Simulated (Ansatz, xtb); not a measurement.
# CH4CaGe: 3 structures ranked

3 gas-phase structures of CH4CaGe, found in a search over its isomers (lower ones may exist). Each was relaxed with GFN2-xTB:

A. `[CH3][Ge][CaH]`, a triplet
B. `[CH3][Ca][GeH]`, a triplet
C. a singlet given by its coordinates

C (Å):

```xyz
7

C     0.0624   -1.9305   -0.0004
Ca    0.4860    0.4888   -2.1800
Ge    0.7890   -2.0734   -1.9250
H    -0.2127   -2.9127    0.3784
H     0.8452   -1.5445    0.6645
H    -0.8201   -1.2877    0.0997
H    -0.7876   -2.0035   -2.6142
```

Close contacts (Å): C1–Ge3 2.06, Ca2–Ge3 2.59, C1–H4 1.09, C1–H5 1.10, C1–H6 1.10, Ge3–H7 1.72.

Q: Estimate their order in r2SCAN-D4/def2-SVP energy at these geometries, lowest first.

A: Calculated order at r2SCAN-D4/def2-SVP: C (0.0), B (3.5), A (9.5) kcal/mol.

Energies above the lowest of each column, in kcal/mol:

```json
{"structure": "C", "HF/STO-3G": "0.0", "r2SCAN-D4/def2-SVP": "0.0"}
{"structure": "B", "HF/STO-3G": "38.1", "r2SCAN-D4/def2-SVP": "3.5"}
{"structure": "A", "HF/STO-3G": "29.5", "r2SCAN-D4/def2-SVP": "9.5"}
```

Every level run on C puts it lowest or level with the lowest. Frequencies (B3LYP-D3(BJ)/def2-SVP) were run for C alone. GFN2-xTB has no spin polarisation and isn't compared across spin states. Open shells are spin-unrestricted.

Programs: Ansatz 0.2.0, xtb 6.7.1.
